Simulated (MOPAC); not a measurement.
MOPAC input (PM6):

```
PM6 PRECISE GNORM=0.05 LET XYZ GEO-OK AUX(PRECISION=9) THREADS=1
C2H6BBr2N

C    -2.15718800 1    1.45950900 1   -0.74081900 1
N    -1.57460600 1    0.28788400 1   -0.09414800 1
C    -2.60331300 1   -0.58914900 1    0.45618200 1
B    -0.21409100 1    0.03914200 1   -0.01280100 1
Br    0.49891700 1   -1.54509000 1    0.86498700 1
Br    1.10787600 1    1.25132100 1   -0.76891500 1
H    -2.74979300 1    2.02731000 1   -0.01840100 1
H    -2.81918700 1    1.14602500 1   -1.55257700 1
H    -1.38343100 1    2.10213100 1   -1.14496200 1
H    -2.15797300 1   -1.45465800 1    0.93321700 1
H    -3.20114100 1   -0.04533200 1    1.19261400 1
H    -3.27053500 1   -0.92661700 1   -0.34156300 1
```

Output:

```
 *******************************************************************************
 **                                                                           **
 **                              MOPAC v23.2.5                                **
 **                                                                           **
 *******************************************************************************
 ** MOPAC's Digital Object Identifier: https://doi.org/10.5281/zenodo.6511958 **
 **                                                                           **
 ** Please cite the open-source release paper for use of this MOPAC version:  **
 ** J. E. Moussa and J. J. P. Stewart (2026)                                  **
 ** MOPAC: An open-source semiempirical molecular orbital program             **
 ** J. Open Source Softw., 11(119), 8025, https://doi.org/10.21105/joss.08025 **
 *******************************************************************************

                              PM6 CALCULATION RESULTS

 *******************************************************************************
 *  PM6        - The PM6 Hamiltonian to be used
 *  GEO-OK     - OVERRIDE INTERATOMIC DISTANCE AND OTHER SAFETY CHECKS
 *  LET        - OVERRIDE SOME SAFETY CHECKS
 *  PRECISE    - TIGHTER CRITERIA TO BE USED
 *  XYZ        - CARTESIAN COORDINATE SYSTEM TO BE USED
 *  GNORM      - EXIT WHEN GRADIENT NORM DROPS BELOW 0.050
 *  AUX        - OUTPUT AUXILIARY INFORMATION
 *******************************************************************************
PM6 PRECISE GNORM=0.05 LET XYZ GEO-OK AUX(PRECISION=9) THREADS=1
 C2H6BBr2N

   ATOM   CHEMICAL          X               Y               Z
  NUMBER   SYMBOL      (ANGSTROMS)     (ANGSTROMS)     (ANGSTROMS)

     1       C         -2.15718800  *   1.45950900  *  -0.74081900  *
     2       N         -1.57460600  *   0.28788400  *  -0.09414800  *
     3       C         -2.60331300  *  -0.58914900  *   0.45618200  *
     4       B         -0.21409100  *   0.03914200  *  -0.01280100  *
     5      Br          0.49891700  *  -1.54509000  *   0.86498700  *
     6      Br          1.10787600  *   1.25132100  *  -0.76891500  *
     7       H         -2.74979300  *   2.02731000  *  -0.01840100  *
     8       H         -2.81918700  *   1.14602500  *  -1.55257700  *
     9       H         -1.38343100  *   2.10213100  *  -1.14496200  *
    10       H         -2.15797300  *  -1.45465800  *   0.93321700  *
    11       H         -3.20114100  *  -0.04533200  *   1.19261400  *
    12       H         -3.27053500  *  -0.92661700  *  -0.34156300  *

          CARTESIAN COORDINATES

    NO.       ATOM           X           Y           Z

     1         C         -2.1572      1.4595     -0.7408
     2         N         -1.5746      0.2879     -0.0941
     3         C         -2.6033     -0.5891      0.4562
     4         B         -0.2141      0.0391     -0.0128
     5        Br          0.4989     -1.5451      0.8650
     6        Br          1.1079      1.2513     -0.7689
     7         H         -2.7498      2.0273     -0.0184
     8         H         -2.8192      1.1460     -1.5526
     9         H         -1.3834      2.1021     -1.1450
    10         H         -2.1580     -1.4547      0.9332
    11         H         -3.2011     -0.0453      1.1926
    12         H         -3.2705     -0.9266     -0.3416

 General Reference for PM6:
 "Optimization of Parameters for Semiempirical Methods V: Modification of NDDO Approximations
 and Application to 70 Elements", J. J. P. Stewart, J. Mol. Mod., 13, 1173-1213 (2007)
 URL: https://link.springer.com/article/10.1007/s00894-007-0233-4

           Empirical Formula: C2 H6 N B Br2  =    12 atoms

      MOLECULAR POINT GROUP   :   C2v

      RHF CALCULATION, NO. OF DOUBLY OCCUPIED LEVELS = 18

          Geometry optimization using EF

          DIAGONAL MATRIX USED AS START HESSIAN

 CYCLE:     1  GRAD.:    59.377 HEAT: -79.39941
 CYCLE:     2  GRAD.:   299.207 HEAT: -65.38792
 CYCLE:     3  GRAD.:   200.228 HEAT: -64.20965
 CYCLE:     4  GRAD.:    96.590 HEAT: -79.81292
 CYCLE:     5  GRAD.:   103.347 HEAT: -78.70429
 CYCLE:     6  GRAD.:   158.323 HEAT: -75.98812
 CYCLE:     7  GRAD.:    75.553 HEAT: -80.65777
 CYCLE:     8  GRAD.:    25.039 HEAT: -81.99621
 CYCLE:     9  GRAD.:    51.337 HEAT: -81.39261
 CYCLE:    10  GRAD.:    22.467 HEAT: -82.02166
 CYCLE:    11  GRAD.:    28.977 HEAT: -82.03043
 CYCLE:    12  GRAD.:    59.964 HEAT: -81.30375
 CYCLE:    13  GRAD.:    33.499 HEAT: -81.89261
 CYCLE:    14  GRAD.:    18.053 HEAT: -82.22910
 CYCLE:    15  GRAD.:    10.472 HEAT: -82.27859
 CYCLE:    16  GRAD.:    26.107 HEAT: -82.08975
 CYCLE:    17  GRAD.:     1.083 HEAT: -82.32296
 CYCLE:    18  GRAD.:     0.868 HEAT: -82.32378
 CYCLE:    19  GRAD.:     1.786 HEAT: -82.32407
 CYCLE:    20  GRAD.:     0.561 HEAT: -82.32528
 CYCLE:    21  GRAD.:     1.540 HEAT: -82.32455
 CYCLE:    22  GRAD.:     0.253 HEAT: -82.32553
 CYCLE:    23  GRAD.:     0.812 HEAT: -82.32527
 CYCLE:    24  GRAD.:     0.179 HEAT: -82.32555
 CYCLE:    25  GRAD.:     0.593 HEAT: -82.32539
 CYCLE:    26  GRAD.:     0.024 HEAT: -82.32556

     GRADIENT =  0.02364 IS LESS THAN CUTOFF =  0.05000

 -------------------------------------------------------------------------------
 PM6 PRECISE GNORM=0.05 LET XYZ GEO-OK AUX(PRECISION=9) THREADS=1
 C2H6BBr2N

     GEOMETRY OPTIMISED USING EIGENVECTOR FOLLOWING (EF).
     SCF FIELD WAS ACHIEVED

                              PM6 CALCULATION
                                                       MOPAC v23.2.5 Linux

          FINAL HEAT OF FORMATION =        -82.32556 KCAL/MOL =    -344.45016 KJ/MOL

          COSMO AREA              =        153.77 SQUARE ANGSTROMS
          COSMO VOLUME            =        149.77 CUBIC ANGSTROMS

          GRADIENT NORM           =          0.02364          =       0.00683 PER ATOM
          IONIZATION POTENTIAL    =          9.807493 EV
          HOMO LUMO ENERGIES (EV) =         -9.807 -1.196
          NO. OF FILLED LEVELS    =         18
          MOLECULAR WEIGHT        =        214.6941         POINT GROUP:  C2v

          MOLECULAR DIMENSIONS (Angstroms)

            Atom       Atom       Distance
            H    12   Br     6     4.86247
           Br     5    H     7     4.74708
            H     8    H    11     2.45622

          SCF CALCULATIONS        =         27

   ATOM   CHEMICAL          X               Y               Z
  NUMBER   SYMBOL      (ANGSTROMS)     (ANGSTROMS)     (ANGSTROMS)

     1       C         -2.10794288  *   1.46503060  *  -0.74621987  *
     2       N         -1.52250296  *   0.27837250  *  -0.09103850  *
     3       C         -2.56016973  *  -0.61153907  *   0.46708847  *
     4       B         -0.17969352  *   0.03285154  *  -0.01074170  *
     5      Br          0.45206503  *  -1.53569508  *   0.86170970  *
     6      Br          1.06070779  *   1.25908968  *  -0.77124462  *
     7       H         -2.69943032  *   2.05917541  *  -0.02628770  *
     8       H         -2.76968892  *   1.16694500  *  -1.57952626  *
     9       H         -1.35184366  *   2.14825549  *  -1.17288508  *
    10       H         -2.14816704  *  -1.50833224  *   0.96360706  *
    11       H         -3.16567278  *  -0.08173871  *   1.22461997  *
    12       H         -3.23593475  *  -0.97397749  *  -0.32861868  *

                             CARTESIAN COORDINATES

   1    C       -2.107942882     1.465030596    -0.746219867
   2    N       -1.522502964     0.278372500    -0.091038496
   3    C       -2.560169735    -0.611539074     0.467088472
   4    B       -0.179693518     0.032851539    -0.010741696
   5   Br        0.452065030    -1.535695081     0.861709696
   6   Br        1.060707788     1.259089680    -0.771244624
   7    H       -2.699430316     2.059175407    -0.026287697
   8    H       -2.769688923     1.166945004    -1.579526260
   9    H       -1.351843656     2.148255489    -1.172885081
  10    H       -2.148167037    -1.508332235     0.963607056
  11    H       -3.165672775    -0.081738707     1.224619965
  12    H       -3.235934753    -0.973977492    -0.328618677

           Empirical Formula: C2 H6 N B Br2  =    12 atoms

      MOLECULAR POINT GROUP   :   C2v

                  EIGENVALUES
 -31.94841 -27.20495 -27.07901 -25.61326 -23.94256 -18.91033 -16.80566 -16.50403
 -15.67402 -14.22001 -13.66983 -13.48125 -12.27916 -12.03188 -10.86612 -10.63812
 -10.10466  -9.80749  -1.19611   0.52612   0.52753   1.48595   3.92978   4.19457
   4.81820   4.87387   4.97905   5.10635   5.56423   5.71074 112.23851 112.25052
 112.47457 113.77218 113.81501 114.68688 114.75405 115.93357 116.16574 116.17796

              NET ATOMIC CHARGES AND DIPOLE CONTRIBUTIONS

  ATOM NO.   TYPE          CHARGE      No. of ELECS.   s-Pop       p-Pop       d-Pop
    1          C          -0.335972        4.3360     1.08916     3.24681
    2          N          -0.143249        5.1432     1.44610     3.69715
    3          C          -0.335969        4.3360     1.08916     3.24681
    4          B           0.170287        2.8297     0.94126     1.88846
    5         Br          -0.173447        7.1734     1.97694     5.19083     0.00568
    6         Br          -0.173446        7.1734     1.97694     5.19083     0.00568
    7          H           0.156851        0.8431     0.84315
    8          H           0.156851        0.8431     0.84315
    9          H           0.182198        0.8178     0.81780
   10          H           0.182197        0.8178     0.81780
   11          H           0.156850        0.8431     0.84315
   12          H           0.156850        0.8431     0.84315
 DIPOLE           X         Y         Z       TOTAL
 POINT-CHG.    -4.833     0.884    -0.289     4.921
 HYBRID         0.289    -0.053     0.017     0.294
 SUM           -4.544     0.831    -0.272     4.627

          ATOMIC ORBITAL ELECTRON POPULATIONS

     Atom    s        px        py        pz      x^2-y^2     xz        z^2       yz        xy
    1  C   1.08916   1.14027   0.99168   1.11487
    2  N   1.44610   1.08805   1.17862   1.43047
    3  C   1.08916   1.02983   1.08439   1.13259
    4  B   0.94126   0.68466   0.62592   0.57787
    5 Br   1.97694   1.89591   1.49118   1.80374   0.00162   0.00052   0.00075   0.00138   0.00140
    6 Br   1.97694   1.67691   1.67504   1.83887   0.00170   0.00081   0.00076   0.00092   0.00148
    7  H   0.84315
    8  H   0.84315
    9  H   0.81780
   10  H   0.81780
   11  H   0.84315
   12  H   0.84315

 **********************
 *                    *
 * JOB ENDED NORMALLY *
 *                    *
 **********************

 == MOPAC DONE ==
```

The geometry given is a B3LYP-D3(BJ)/def2-TZVP minimum.
